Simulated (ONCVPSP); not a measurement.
**What the settings do to the ONCV potential of Pd (Z = 46)**

Base potential:

palladium, optimised norm-conserving Vanderbilt (ONCV), made with ONCVPSP 4.0.1 (PBEsol, fully relativistic). Core [Ar] 3d10, reference 4s2 4p6 4d8 (charge +2). Waves: 4s: rc 1.10 bohr, ncon 4, nbas 8, qcut 6.6 1/bohr, 2 projectors, debl 1.7 Ha; 4p: rc 1.05 bohr, ncon 4, nbas 7, qcut 6.5 1/bohr, 3 projectors, debl 2.3 Ha; 4d: rc 1.60 bohr, ncon 4, nbas 9, qcut 9.3 1/bohr, 3 projectors, debl 0.4 Ha. Local part: polynomial inside 0.75 bohr (lpopt 2, dvloc0 -1 Ha). Core correction: none.

Open shells are filled in proportion to 2j + 1.

In the s channel the program set the typed energies aside and used -4.054, 0.250 Ha. In the p channel the program set the typed energies aside and used -2.741, 0.250, 2.550 Ha (j = l + 1/2; the other j can differ). In the d channel the program set the typed energies aside and used -0.996, 0.250, 0.650 Ha (j = l + 1/2; the other j can differ).

All-electron outer shells of the reference configuration (PBEsol, scalar-relativistic, ld1.x):

```tsv
shell	level (eV)	outermost node (bohr)	outermost maximum (bohr)
4s	-110.38	0.45	0.85
4p	-76.03	0.46	0.91
4d	-27.32	0.45	1.07
```

Cutoffs, loose and tight: the cutoffs (Ha) at which the residual kinetic energy of the hardest occupied pseudo-wave falls to 1 and 0.1 mHa per electron. They do not see the model core or the augmentation charge, which bear on the density cutoff. Test errors are all-electron minus pseudo excitation energies from the reference, over the configurations 4s2 4p6 4d10; 4s2 4p6 4d9; 4s2 4p6 4d7; 4s2 4p6 4d9 5s1. A dash means not determined; rows that change the core or the reference have their own tests.

A true bound ghost makes a file unfit for plane-wave use even where its test errors are small: the radial tests pick states by their node count and pass the ghost by.

```csv
change,outcome,"cutoff, loose","cutoff, tight",bound ghosts,GHOST(+) flags above zero,largest test error (meV)
base,"generated, projector energies reset by the program",129 Ha,153 Ha,"p3/2, p1/2",s,+2.5
s: qcut 6.5,"generated, projector energies reset by the program",130 Ha,154 Ha,"p3/2, p1/2",s,+2.5
"local potential polynomial inside 0.75 bohr (lpopt 2, dvloc0 -2.5 Ha)","generated, projector energies reset by the program",129 Ha,153 Ha,"p3/2, p1/2",s,+2.5
```

Q: What comes out with this change to the base: s: qcut 8.5?

A: outcome: generated, projector energies reset by the program; cutoff, loose: 119 Ha; cutoff, tight: 140 Ha; bound ghosts: p3/2, p1/2; GHOST(+) flags above zero: s; largest test error (meV): +2.5.
